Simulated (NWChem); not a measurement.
# Correlation energy of Se

```
Se
```
Charge 0, spin multiplicity 3.

The numbers come from NWChem runs, not from measurements.

Basis set: def2-SVP. Each correlation energy counts from its own Hartree-Fock reference.

The Hamiltonian is non-relativistic. The correlated methods keep 9 core orbitals frozen. The stability of the SCF solutions was not checked. Open-shell Hartree-Fock references start from PBE0 orbitals. Coupled-cluster values serve here as a point of comparison, not as the truth.

```
method           correlation energy (mHa)
---------------  ------------------------
UMP2                           (withheld)
SCS-UMP2                       (withheld)
CCSD on UHF                    (withheld)
CCSD[T] on UHF                     -199.7
CCSD(T) on UHF                     -199.5
CCSD on ROHF                       -199.8
CCSD[T] on ROHF                (withheld)
CCSD(T) on ROHF                    -203.3
CCSDT on ROHF                      -203.3
```

Complete the blanks.


- UMP2, correlation energy (mHa): -188.6
- SCS-UMP2, correlation energy (mHa): -173.3
- CCSD on UHF, correlation energy (mHa): -196.1
- CCSD[T] on ROHF, correlation energy (mHa): -203.5
